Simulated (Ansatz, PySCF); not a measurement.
Reaction (SMILES): [SbH3] (SbH3) -> [SbH3] (SbH3) as doublet, charge +1 + e-
Geometries: B3LYP-D3(BJ)/def2-TZVP minima from Ansatz (a quantum-chemistry and plane-wave program). A spin state is the lowest found, not a proven ground state.
Geometry of the first species:
```
Sb
H 1 1.7138
H 1 1.7138 2 91.40
H 1 1.7138 2 91.40 3 91.44
```

Property: adiabatic ionisation energy (electronic energy difference), in eV. Cores are frozen in the correlated levels unless marked. UHF or UKS for open shells. Spin-orbit coupling is left out. Frozen are the shells of the preceding noble gas and the d and f shells that filled before the atom's block. In def2 rows, elements after Kr have scalar-relativistic effective core potentials. STO-3G rows are all-electron and non-relativistic. CBS(X,Y): correlation extrapolated as X^-3; Hartree-Fock from the larger set. The bracket is a focal-point correction in the basis named.

| level | program | adiabatic ionisation energy (eV) | minus last row |
|---|---|---|---|
| SVWN5/def2-TZVPD | Ansatz | 9.50 | 0.23 |
| PBE-D3(BJ)/def2-TZVPD | Ansatz + dftd3 | 9.31 | 0.04 |
| TPSS-D4/def2-TZVPD | PySCF + dftd4 | 9.36 | 0.09 |
| B3LYP/def2-TZVPD | Ansatz | 9.42 | 0.15 |
| PBE0-D4/def2-TZVPD | Ansatz + dftd4 | 9.28 | 0.01 |
| TPSSh/def2-TZVPD | PySCF | 9.32 | 0.05 |
| MN15/def2-TZVPD | PySCF | 9.39 | 0.12 |
| LC-wPBE-D4/def2-TZVPD | Ansatz + dftd4 | 9.26 | -0.01 |
| wB97M-V/def2-TZVPD | Ansatz | 9.27 | 0.00 |
| B2PLYP-D4/def2-TZVPD | Ansatz + dftd4 | 9.26 | -0.01 |
| PBE-QIDH/def2-TZVPD | Ansatz | 9.20 | -0.07 |
| MP2/CBS(def2-TZVPP,def2-QZVPP) | Ansatz | 9.18 | -0.09 |
| MP2/CBS(def2-TZVPPD,def2-QZVPPD) | Ansatz | 9.17 | -0.10 |
| RI-MP2/def2-TZVPPD | Ansatz | 9.07 | -0.20 |
| RI-MP2/CBS(def2-TZVPP,def2-QZVPP) | Ansatz | 9.17 | -0.10 |
| CCSD/STO-3G | Ansatz | 5.80 | -3.47 |
| CCSD(T)/def2-TZVPPD | Ansatz | 9.19 | -0.08 |
| CCSD(T)/def2-QZVPPD | Ansatz | 9.24 | -0.03 |
| CCSDT(Q)/def2-SVP | Ansatz | 8.97 | -0.30 |
| RI-MP2/CBS(def2-TZVPP,def2-QZVPP)+[CCSD(T)-MP2]/def2-SVP | Ansatz | 9.27 | 0.00 |
| CCSD(T)/CBS(def2-TZVPPD,def2-QZVPPD) | Ansatz | 9.27 | 0.00 |
